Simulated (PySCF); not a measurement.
**Dipole moment and polarisability of `C[B@H-]1[PH2+][B@H-](P)[PH2+]1`**

CH11B2P3.
Geometry (PBE0-D3(BJ)/def2-SVP, Å), atoms numbered from 1 in this order:
```
atom  x, y, z in Å
C1    -2.7076   -0.1480    0.5495
B2    -1.1530    0.1851    0.6586
P3     0.2592   -1.1937    0.4267
B4     1.4588    0.0987   -0.4714
P5     2.5570    0.9894    0.9170
P6    -0.1717    1.1827   -0.7515
H7    -2.9837   -0.6590   -0.3870
H8    -3.0304   -0.7930    1.3834
H9    -3.3104    0.7731    0.6111
H10   -0.7570    0.7563    1.6665
H11   -0.0786   -2.2891   -0.4074
H12    0.7389   -1.8693    1.5770
H13    2.0150   -0.2966   -1.4720
H14    3.6019    0.0133    0.9289
H15    3.2569    1.8544    0.0188
H16   -0.0693    2.5917   -0.6312
H17   -0.6884    1.0619   -2.0660
```

Level: CAM-B3LYP/def2-SVPD (PySCF), static field, nuclei fixed, core orbitals frozen in the response. The polarisability tensor in these axes (au):

```
x   137.88   4.72   3.71
y     4.72 119.78  -6.27
z     3.71  -6.27 107.97
```

Question: Give the principal values, the mean and the anisotropy Δα = √{½[(α1 − α2)² + (α2 − α3)² + (α1 − α3)²]}.

Answer: Principal values 104.42, 122.02 and 139.19 au; mean 121.87 au = 18.06 Å³ = 20.09 × 10⁻⁴⁰ C²·m²/J; Δα = 30.11 au (25 % of the mean).

Question: What is the dipole moment, and where does it point?

Answer: (-1.08, -1.00, -1.62) D, 2.19 D in size, pointing from the negative to the positive side. Measured along this direction, the outermost atoms are H14, H15 and P5 at the negative end and H7 at the positive end.

Question: Refractivity n − 1 of an ideal gas of it at 273.15 K and 1 atm, from the electronic α?

Answer: N = p/kT = 2.6868 × 10¹⁹ cm⁻³, so n − 1 = 2π × N × 18.06 × 10⁻²⁴ cm³ = 3049 × 10⁻⁶ at long wavelengths, for an ideal gas.

Question: Find the Langevin capture rate constant for NH4+ (18.034 u) meeting this molecule (138.026 u), k = 2.342 × 10⁻⁹ cm³/s × √(α in Å³ / reduced mass in u).

Answer: The reduced mass is 15.95 u, so k = 2.49 × 10⁻⁹ cm³/s. The formula leaves out the permanent dipole, which adds to the capture rate.

Question: Give the eigenvalues of the traceless quadrupole moment Θ = ½Σq(3rr − r²1), origin at the centre of nuclear charge.

Answer: -9.55, -3.82, 13.38 D·Å. The values depend on the origin, since the dipole doesn't vanish. The electronic extent ⟨r²⟩ about the same centre is 1319 bohr², a root-mean-square distance of 2.27 Å for the 72 electrons.

Question: In TDDFT the mean static polarisability is Σ f/ω² over all singlet excitations (ω in hartree). How much of it do the 10 lowest give? Their energies (eV) and oscillator strengths: 5.76, 0.0198; 5.90, 0.0146; 6.17, 0.0146; 6.21, 0.0082; 6.45, 0.0149; 6.67, 0.0032; 6.69, 0.0009; 6.93, 0.0009; 7.02, 0.0234; 7.17, 0.0003.

Answer: They add up to 1.90 au, 1.6 % of the 121.87 au; the largest single term is 0.44 au, from the state at 5.76 eV. Terms in order: 0.44, 0.31, 0.28, 0.16, 0.26, 0.05, 0.01, 0.01, 0.35, 0.00 au. Higher excitations give the rest. The strengths listed sum to 0.101.

Isolated species at its PBE0-D3(BJ)/def2-SVP geometry (one conformer only).
